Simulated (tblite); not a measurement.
Species: C5H9N2OPSi.
Bonds: C1–C2, C2–O3 (double), C2–C4, C4–P5 (aromatic), P5–C6 (aromatic), C6–Si7, C6–N8 (aromatic), N8–N9 (aromatic), N9–C10, C4–N9 (aromatic). Hydrogens: H11, H12, H13 on C1; H14, H15, H16 on Si7; H17, H18, H19 on C10.

The geometry is computed with GFN2-xTB (gas phase).

Task: What internal coordinates does the optimisation give?

Result: 
| bond | length (pm) | order |
| --- | --- | --- |
| C1–C2 | 150.8 | single |
| C2=O3 | 121.5 | double |
| C2–C4 | 146.0 | single |
| C4–P5 | 174.5 | aromatic |
| P5–C6 | 176.6 | aromatic |
| C6–Si7 | 188.4 | single |
| C6–N8 | 131.5 | aromatic |
| N8–N9 | 130.8 | aromatic |
| N9–C10 | 143.7 | single |
| C4–N9 | 136.2 | aromatic |
| C1–H11, C1–H12, C1–H13 | 108.8 | single |
| Si7–H14, Si7–H15, Si7–H16 | 146.4 | single |
| C10–H17, C10–H18, C10–H19 | 109.0 | single |

Bonds in one row agree within 1 pm and their mean is given. Orders are formal, as drawn. A selection of angles:
| angle | degrees |
| --- | --- |
| C1–C2–O3 | 122.4 |
| C1–C2–C4 | 114.4 |
| O3–C2–C4 | 123.1 |
| C2–C4–P5 | 126.6 |
| C2–C4–N9 | 122.8 |
| P5–C4–N9 | 110.7 |
| C4–P5–C6 | 86.8 |
| P5–C6–Si7 | 126.8 |
| P5–C6–N8 | 113.7 |
| Si7–C6–N8 | 119.4 |
| C6–N8–N9 | 112.8 |
| N8–N9–C10 | 117.9 |
| C4–N9–N8 | 116.0 |
| C4–N9–C10 | 126.1 |

Torsions: C1–C2–C4–P5 0° (synperiplanar).

N9 (pyrrole-type nitrogen) is planar (angles 126.1°, 117.9° and 116.0°, sum 360.0°, 0.00 Å off the plane of its three neighbours). The 10 heavy atoms lie in one plane (0.001 Å rms). Of the pairs four or more bonds apart, O3···C10 is among the closest relative to their van der Waals radii: 2.76 Å, 86 % of the sum of Bondi's values. The C–P distances run from 1.745 Å (C4–P5, aromatic) to 1.766 Å (P5–C6, aromatic), a spread of 0.021 Å. The 2 C–C bonds span 1.460 Å (C2–C4, drawn single) to 1.508 Å (C1–C2, drawn single), a spread of 0.048 Å. The 3 C–N bonds span 1.315 Å (C6–N8, aromatic) to 1.437 Å (N9–C10, drawn single), a spread of 0.122 Å. Si7 (SiH3 silicon) is tetrahedral (angles from 107.9° to 111.6°).

Point group: Cs (every atom within 0.08 Å of its image). Its GFN2-xTB frequencies are all real (lowest 41 cm⁻¹). One conformer, not necessarily the lowest.
